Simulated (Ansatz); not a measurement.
MoO₃⁺, relaxed as a doublet with UKS r2SCAN-D4/def2-TZVP in Ansatz, starting from the r2SCAN-D4/def2-TZVP geometry of the neutral singlet. Force threshold 0.02 eV/Å.

In the def2 sets Mo takes a core potential; there is no spin–orbit coupling.

Start:

```xyz
4

Mo    0.382   -0.152    0.106
O    -0.282    0.688    1.433
O    -0.643   -1.446   -0.321
O     0.543    0.909   -1.218
```

```csv
step,energy (eV),largest force component (eV/Å),SCF passes
1,-7988.9648,1.989,39
2,-7989.0924,0.937,34
3,-7989.1038,0.093,29
4,-7989.1041,0.007,33
5,-7989.1041,0.011,25
6,-7989.1041,0.038,32
7,-7989.1042,0.106,33
8,-7989.1045,0.294,42
9,-7989.1073,0.751,47
10,-7989.1201,1.222,51
11,-7989.1373,0.953,47
12,-7989.1414,1.262,44
13,-7989.1640,0.493,39
14,-7989.1711,0.596,41
15,-7989.1813,0.643,40
16 (rejected),-7988.5180,9.847,52
17,-7989.1954,0.596,48
18 (rejected),-7989.1458,2.388,45
19,-7989.1972,0.694,46
20,-7989.2085,0.066,38
21,-7989.2085,0.008,35
22,-7989.2085,0.002,24
```

Force components are those of the run's own axes.

End:

```xyz
4

Mo    0.4889   -0.1337    0.1407
O    -0.2945    0.6782    1.3723
O    -0.6920   -1.4340   -0.3334
O     0.4976    0.8894   -1.1796
```

By distances, no bond broke or formed. The bond that changes most is Mo1–O3, from 1.70 to 1.82 Å (atoms count from 1).

The force fell under the threshold at step 4, but the optimiser went on and released 0.104 eV more. No frequencies were taken in this run, so the end may be a saddle point.

Run time 19 s (4 threads of AMD EPYC 9B45 on a shared host).
